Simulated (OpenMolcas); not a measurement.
Mo4+ (d2) in a complex was computed by SS-CASPT2, IPEA 0.25 Eh, imaginary shift 0.1 Eh with the d shell active (OpenMolcas, ANO-RCC-VTZP on the metal). Its lowest spin-free states, and all those of the highest spin:

```json
{"2S+1": "3", "Degeneracy": "1", "E (cm-1)": "0"}
{"2S+1": "3", "Degeneracy": "2", "E (cm-1)": "2910"}
{"2S+1": "1", "Degeneracy": "1", "E (cm-1)": "4740"}
{"2S+1": "1", "Degeneracy": "1", "E (cm-1)": "4890"}
{"2S+1": "1", "Degeneracy": "2", "E (cm-1)": "7060"}
{"2S+1": "3", "Degeneracy": "2", "E (cm-1)": "7650"}
{"2S+1": "1", "Degeneracy": "1", "E (cm-1)": "8420"}
{"2S+1": "3", "Degeneracy": "1", "E (cm-1)": "10170"}
{"2S+1": "1", "Degeneracy": "1", "E (cm-1)": "11410"}
{"2S+1": "1", "Degeneracy": "1", "E (cm-1)": "14100"}
{"2S+1": "1", "Degeneracy": "2", "E (cm-1)": "14880"}
{"2S+1": "1", "Degeneracy": "1", "E (cm-1)": "29790"}
{"2S+1": "3", "Degeneracy": "2", "E (cm-1)": "33490"}
{"2S+1": "3", "Degeneracy": "1", "E (cm-1)": "35060"}
{"2S+1": "3", "Degeneracy": "1", "E (cm-1)": "46080"}
```

Problem. Is the site octahedral, tetrahedral or cube-like, axial, or of lower symmetry?

Solution. The states with 2S+1 = 3 have orbital degeneracies 1, 2, 2, 1, 2, 1, 1. There are pairs but no triples, so the site is axial: not cubic, but with a proper or improper axis of order three or more. The run had Mo4+ with 6 ligands (oxide, chloride on the axis) in tetragonal octahedral coordination (D4h) at 2.03 Å, the axial distance 2.410 Å. A charge of +1 e stands 2.4 Å behind each ligand. Ligand basis ANO-RCC-VDZP.

Over all roots computed the reference weight is 0.60 to 0.62; a low but even weight reflects the number of correlated electrons. The least metal-like active orbital is 69 % on the metal (Löwdin) and no ligand orbital is active, so the numbers are rough. The oxide ions are held by bare point charges, a crude embedding. Ligand-to-metal charge-transfer states are missing. With no ligand orbital active B as a rule stays too high, so bands that hang on it stand too high and its fall with covalency is understated. With one d shell and no ligand orbital active, 10Dq can be off by a tenth or more. No measured value stands beside these numbers; the geometry was imposed, not optimised, and the real ion may take another.
